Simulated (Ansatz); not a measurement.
Se(SeH)(OSiH3) (H₄OSe₂Si), SMILES [SiH3]O[Se][SeH].

Geometry optimised at PBE0-D3(BJ)/def2-SVP. This is a generated structure with no PubChem entry under its InChIKey; it may be hypothetical. Other conformers were not sampled.

Two levels are set side by side: PBE/def2-SVPD (Ansatz, an electronic-structure program) and PBE0/def2-SVPD (Ansatz). Energy differences of separate SCF runs at the same geometry; the states with an electron removed or added have multiplicity 2 and 2. Differences are taken from unrounded values.

```csv
quantity,PBE0
vertical ionisation energy (eV),8.99
vertical singlet–triplet gap (eV),3.16
```

Question: What does PBE give, and how far is it from PBE0? (The exact figures need the calculation; the answer reports its results.)

Answer: 
```
quantity                            PBE  PBE minus PBE0
---------------------------------  ----  --------------
vertical ionisation energy (eV)    8.78           -0.21
vertical singlet–triplet gap (eV)  3.05           -0.11
```
